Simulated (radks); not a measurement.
Q: Method: non-relativistic Kohn-Sham, PBE, spin-polarised, spherical densities, point nucleus; open shells are filled with parallel spins first; computed with a radial shooting solver on a logarithmic mesh with Libxc functionals. Each species is in its NIST ground configuration. Rank N4+, Ne4+, F4+, O4+, C4+ by mean radius of the outermost orbital (bohr), largest first.

A: N4+ 1.05, O4+ 0.932, F4+ 0.844, Ne4+ 0.773, C4+ 0.268.
